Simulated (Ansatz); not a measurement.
`C[SiH2]BCl` + H₂O → `OBCl` + `C[SiH3]` at 400 K and 1 bar (formal hydrolysis of a B–Si bond).

Isolated molecules relaxed with PBE0-D4/def2-TZVP in Ansatz; ΔE leaves out vibrations. CCSD(T)/CBS is the MP2 limit (def2-TZVPP, def2-QZVPP) plus CCSD(T) − MP2 in def2-TZVPP, frozen cores. This one scheme is used for every species. One conformer a species, not always the lowest.

```json
{"species": "`C[SiH2]BCl`", "CCSD(T)/CBS energy (Eh)": "-815.33859", "H − E (kJ/mol)": "207.6", "S (J/(mol·K))": "378.0"}
{"species": "H₂O", "CCSD(T)/CBS energy (Eh)": "-76.37941", "H − E (kJ/mol)": "69.8", "S (J/(mol·K))": "198.6"}
{"species": "`OBCl`", "CCSD(T)/CBS energy (Eh)": "-561.03999", "H − E (kJ/mol)": "93.6", "S (J/(mol·K))": "281.2"}
{"species": "`C[SiH3]`", "CCSD(T)/CBS energy (Eh)": "-330.73916", "H − E (kJ/mol)": "180.9", "S (J/(mol·K))": "277.1"}
```

H − E and S are ideal-gas, rigid-rotor, harmonic terms from PBE0-D4/def2-TZVP, for one conformer and one mirror image of each species. 1 Eh = 2625.50 kJ/mol, R = 8.31446 J/(mol·K).

Question: By hand: ΔE, ΔH, ΔS and ΔG.

Answer: ΔE = (-561.03999) + (-330.73916) − (-815.33859) − (-76.37941) = -0.06115 Eh = -160.5 kJ/mol. Δ(H − E) = 93.6 + 180.9 − 207.6 − 69.8 = -2.9, so ΔH = -163.4 kJ/mol. ΔS = 281.2 + 277.1 − 378.0 − 198.6 = -18.3 J/(mol·K). ΔG = -163.4 − 400 × (-18.3)/1000 = -156.1 kJ/mol.

Question: By hand: the equilibrium constant, and the temperature at which ΔG would vanish if ΔH and ΔS stayed fixed.

Answer: log₁₀ K = −ΔG/(RT ln 10) = 20.4. ΔG = 0 at ΔH/ΔS = 8929 K, far beyond where these terms or the molecules hold.

ΔH outweighs TΔS. A doubt of 5 kJ/mol in ΔE shifts log₁₀ K by 0.7 here. Other conformers and mirror images would add mixing entropy, several J/(mol·K) or more a flexible species. Modes under 60 cm⁻¹, often nearly free rotors, make the harmonic entropy too high. These are equilibria of isolated gas molecules and say nothing of rates. Largest T1 diagnostic: 0.012 (customary marks: 0.02 for closed shells, 0.045 for open ones).
